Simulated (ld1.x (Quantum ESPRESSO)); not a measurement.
## gold (Au), TM: configuration errors across variants

Au (Z = 79), norm-conserving Troullier–Martins (Kleinman–Bylander form), made with ld1.x (Quantum ESPRESSO) 7.5 (PBE, scalar-relativistic). Core [Xe] 4f14, reference 5d10 6s1 6p0. Waves: 6s (bound): rc 2.10 bohr; 5d (bound): rc 1.55 bohr; 6p (bound, empty): rc 2.55 bohr. Local part: the p channel. Core correction: Bessel-smoothed model core, default radius (core density twice the valence density).

All-electron excitation energies from the reference (eV): (1) 5d10 6s0 6p0 9.409; (2) 5d9 6s0 6p0 30.617; (3) 5d8 6s0 6p0 64.494; (4) 5d9 6s2 6p0 1.693; (5) 5d9 6s1 6p0 12.124; (6) 5d10 6s0 6p1 5.248; (7) 5d9 6s1 6p1 7.497.

A true bound ghost makes a file unfit for plane-wave use even where its test errors are small: the radial tests pick states by their node count and pass the ghost by.

Errors AE − PS in meV (a dash: test not solved or not reliable):

```tsv
change	(1)	(2)	(3)	(4)	(5)	(6)	(7)	bound ghosts
base	-19	-158	-661	-93	-88	-7.0	-107	none
all radii but the core radius scaled by about 0.78 (s 1.64, p 2.00, d 1.22 bohr)	-10	-124	-553	-67	-78	-3.3	-62	s
all radii but the core radius scaled by about 0.92 (s 1.92, p 2.34, d 1.42 bohr)	-17	-154	-654	-13	+43	-5.7	-15	none
all radii but the core radius scaled by about 1.13 (s 2.38, p 2.88, d 1.76 bohr)	-20	-158	-661	-97	-93	-7.4	-113	none
all radii but the core radius scaled by about 1.21 (s 2.54, p 3.08, d 1.88 bohr)	-18	-165	-681	-88	-89	-6.7	-108	none
all radii but the core radius scaled by about 1.27 (s 2.66, p 3.24, d 1.96 bohr)	-17	-174	-707	-78	-84	-6.1	-102	none
all radii but the core radius scaled by about 1.36 (s 2.86, p 3.48, d 2.12 bohr)	-16	-198	-766	-54	-72	-5.4	-88	none
```

Task: Give the same row for: all radii but the core radius scaled by about 0.83 (s 1.74, p 2.10, d 1.28 bohr).

Result: -12, -128, -566, -76, -85, -3.7, -74; bound ghosts: s.
